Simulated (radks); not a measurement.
Results of a calculation; reference values are marked as such.
Ar+, 17 electrons, occupied as [He] 2s2 2p4 3s2 3p5 3d2 (not the ground configuration). Level of theory: scalar-relativistic Kohn-Sham, LDA (Slater exchange, VWN5 correlation), spin-unpolarised, spherical densities, finite nucleus; Fermi nuclear charge, rms radius 3.4274 fm (a radial shooting solver on a logarithmic mesh with Libxc functionals).

Normalised radial functions P(r) = r R(r), r in bohr:

r	2s	3s
0.004593	0.1903	0.0706
0.005221	0.2135	0.0793
0.005934	0.2393	0.0888
0.00669	0.2657	0.0986
0.007604	0.2966	0.1101
0.008573	0.3281	0.1217
0.009744	0.3644	0.1352
0.01099	0.4009	0.1487
0.01249	0.4424	0.1641
0.01419	0.4862	0.1803
0.016	0.5289	0.1961
0.01819	0.5755	0.2133
0.0205	0.6193	0.2294
0.0233	0.6651	0.2462
0.02649	0.7080	0.2619
0.02986	0.7439	0.2749
0.03394	0.7751	0.2860
0.03827	0.7950	0.2927
0.04349	0.8030	0.2948
0.04943	0.7934	0.2901
0.05574	0.7647	0.2781
0.06335	0.7091	0.2556
0.07142	0.6300	0.2242
0.08118	0.5136	0.1783
0.09153	0.3727	0.1232
0.104	0.1880	0.0514
0.1182	-0.0299	-0.0326
0.1333	-0.2599	-0.1201
0.1515	-0.5243	-0.2187
0.1708	-0.7791	-0.3108
0.1942	-1.0433	-0.4010
0.2207	-1.2817	-0.4736
0.2488	-1.4648	-0.5163
0.2828	-1.6002	-0.5251
0.3188	-1.6590	-0.4911
0.3624	-1.6426	-0.4048
0.4086	-1.5542	-0.2761
0.4643	-1.3925	-0.0933
0.5278	-1.1801	0.1244
0.595	-0.9572	0.3435
0.6763	-0.7193	0.5712
0.7625	-0.5162	0.7575
0.8667	-0.3363	0.9061
0.985	-0.2012	0.9874
1.111	-0.1141	0.9968
1.262	-0.0563	0.9402
1.423	-0.0261	0.8374
1.617	-0.0102	0.6940
1.838	-0.0034	0.5378
2.073	-0.0011	0.3974
2.356	-0.0003	0.2677
2.656	-0.0001	0.1718
3.019	0.0000	0.0983
3.404	0.0000	0.0534
3.869	0.0000	0.0250
4.397	0.0000	0.0104
4.957	0.0000	0.0040
5.634	0.0000	0.0013
6.353	0.0000	0.0004
7.22	0.0000	0.0001

2s: eigenvalue -363.97 eV, 1 radial node at r = 0.116 bohr, <r> = 0.400 bohr, 90 % of the charge inside 0.620 bohr. 3s: eigenvalue -46.239 eV, 2 radial nodes at r = 0.113, 0.492 bohr, <r> = 1.24 bohr, 90 % of the charge inside 1.86 bohr.
